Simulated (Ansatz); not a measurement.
`[SiH3][SnH2][SH]` + `[OH][AlH2]` → `[AlH2][O][SnH2][SiH3]` + H₂S at 600 K and 1 bar (ligand exchange at the Sn–S bond).

Computed with Ansatz on PBE0-D4/def2-TZVP structures; ΔE is electronic, products minus reactants. CCSD(T)/CBS adds triple-zeta CCSD(T) − MP2 to the extrapolated MP2 energy (def2 sets, frozen cores). This one scheme is used for every species. Elements past krypton have def2 core potentials. For Sn outer-core shells are correlated without core-valence functions, which leaves a few kJ/mol of doubt a bond. Each species was taken in one conformer, which may not be the lowest.

```csv
species,CCSD(T)/CBS energy (Eh),H − E (kJ/mol),S (J/(mol·K))
`[SiH3][SnH2][SH]`,-904.49804,186.2,464.5
`[OH][AlH2]`,-319.03157,103.2,300.4
`[AlH2][O][SnH2][SiH3]`,-824.54542,222.6,523.5
H₂S,-398.97279,60.8,230.9
```

H − E and S are ideal-gas, rigid-rotor, harmonic terms from PBE0-D4/def2-TZVP, for one conformer and one mirror image of each species. 1 Eh = 2625.50 kJ/mol, R = 8.31446 J/(mol·K).

Task: By hand: ΔE, ΔH, ΔS and ΔG.

Result: ΔE = (-824.54542) + (-398.97279) − (-904.49804) − (-319.03157) = 0.01140 Eh = 29.9 kJ/mol. Δ(H − E) = 222.6 + 60.8 − 186.2 − 103.2 = -6.0, so ΔH = 23.9 kJ/mol. ΔS = 523.5 + 230.9 − 464.5 − 300.4 = -10.5 J/(mol·K). ΔG = 23.9 − 600 × (-10.5)/1000 = 30.2 kJ/mol.

Task: By hand: the equilibrium constant, and the temperature at which ΔG would vanish if ΔH and ΔS stayed fixed.

Result: log₁₀ K = −ΔG/(RT ln 10) = -2.6. ΔH and −TΔS have one sign here, so there is no such temperature.

The number of gas molecules stays the same, so ΔS is small and ΔH decides. A doubt of 5 kJ/mol in ΔE shifts log₁₀ K by 0.4 here. Other conformers and mirror images would add mixing entropy, several J/(mol·K) or more a flexible species. Modes under 60 cm⁻¹, often nearly free rotors, make the harmonic entropy too high. These are equilibria of isolated gas molecules and say nothing of rates. Largest T1 diagnostic: 0.014 (customary marks: 0.02 for closed shells, 0.045 for open ones).

ΔS is within the doubt of such terms, so its sign, and with it that verdict, could turn.
